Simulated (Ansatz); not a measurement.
Gas-phase reaction in SMILES: [CH2]C(F)(F)F → FC[C](F)F
Each molecule is optimised on its own at B3LYP-D3(BJ)/def2-TZVP (Ansatz, a quantum-chemistry and plane-wave program), one conformer each, not searched for the lowest.

Property: isomerisation energy (electronic energy difference), in eV. Cores are frozen in the correlated levels unless marked. UHF or UKS for open shells. No spin-orbit coupling. No relativistic terms. CBS(X,Y): correlation extrapolated as X^-3; Hartree-Fock from the larger set (for Q and 5 zeta extrapolated as (X+1)exp(-9√X)).

| level | program | isomerisation energy (eV) |
|---|---|---|
| SVWN5/def2-TZVPD | Ansatz | ? |
| BLYP/def2-TZVPD | Ansatz | 0.46 |
| BHLYP-D4/def2-TZVPD | Ansatz + dftd4 | 0.62 |
| r2SCAN0-D4/def2-TZVPD | Ansatz + dftd4 | ? |
| B2PLYP-D3(BJ)/def2-TZVPD | Ansatz + dftd3 | 0.58 |
| B2PLYP-D4/def2-TZVPD | Ansatz + dftd4 | 0.59 |
| B2PLYP/def2-TZVPD | Ansatz | 0.58 |
| CCSD/cc-pwCVTZ | Ansatz | ? |
| CCSD(T)/CBS(cc-pVQZ,cc-pV5Z) | Ansatz | 0.66 |

Task: Some entries are withheld; supply them.

Result: 
- SVWN5/def2-TZVPD, isomerisation energy (eV): 0.54
- r2SCAN0-D4/def2-TZVPD, isomerisation energy (eV): 0.68
- CCSD/cc-pwCVTZ, isomerisation energy (eV): 0.70
